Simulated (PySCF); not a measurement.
**Two-component Hartree-Fock for Mg²⁺ (magnesium, charge +2)**

Start: [Ne]. Calculated with PySCF 2.14 in x2c-TZVPPall-2c (5s5p3d, 35 functions): generalised Hartree-Fock with the X2C-1e Hamiltonian and a Gaussian nucleus; one run each with spin-orbit coupling (SO) switched off, then screened by Boettger's factors.

```
spinor shell  electrons  ε, spin-free (eV)  ε, screened SO (eV)  weight of nominal j (screened SO)  rms radius, screened SO (bohr)
       1s1/2          2            -1356.6              -1356.6                              1.000                           0.151
       2s1/2          2            -122.35              -122.35                              1.000                           0.754
       2p1/2          2            -81.789              -82.005                              1.000                           0.766
       2p3/2          4            -81.789              -81.682                              1.000                           0.768
```

```
   quantity   spin-free  screened SO
E (hartree)  -199.12820   -199.12827
        M_J           0            0
       ⟨J²⟩       0.000        0.000
       ⟨L²⟩       0.000        0.000
       ⟨S²⟩       0.000        0.000
```

Without spin-orbit coupling the j labels of p, d and f shells carry no meaning; the spin-free column gives the mean over the occupied spinors of each nl shell.
